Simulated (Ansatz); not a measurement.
One change: `[NH2][Al]([F])[SH]` becomes `[NH2][Al]([SH])[Cl]`.

Ansatz, PBE0-D4/def2-TZVP geometries, multiplicity 1. Each molecule was computed in one conformer, which needn't be the lowest.

```tsv
property	`[NH2][Al]([F])[SH]`
HOMO–LUMO gap (PBE/def2-TZVPP) / eV	5.01
HOMO energy (PBE/def2-TZVPP) / eV	-6.24
zero-point energy (PBE0-D4/def2-TZVP) / kJ/mol	99.3
LUMO energy (PBE/def2-TZVPP) / eV	-1.24
HOMO energy (ωB97M-V/def2-TZVPP) / eV	-9.82
size of the dipole moment (ωB97M-V/def2-TZVPP) / D	1.54
```

Task: Give the same properties after the change, and the shifts. (Best estimate.)

Result: Computed: 
```tsv
property	`[NH2][Al]([SH])[Cl]`	shift
HOMO–LUMO gap (PBE/def2-TZVPP) / eV	5.06	0.05
HOMO energy (PBE/def2-TZVPP) / eV	-6.30	-0.06
zero-point energy (PBE0-D4/def2-TZVP) / kJ/mol	97.0	-2.3
LUMO energy (PBE/def2-TZVPP) / eV	-1.24	0.00
HOMO energy (ωB97M-V/def2-TZVPP) / eV	-9.87	-0.05
size of the dipole moment (ωB97M-V/def2-TZVPP) / D	2.84	1.30
```

Dipoles are sizes alone; their direction can turn.
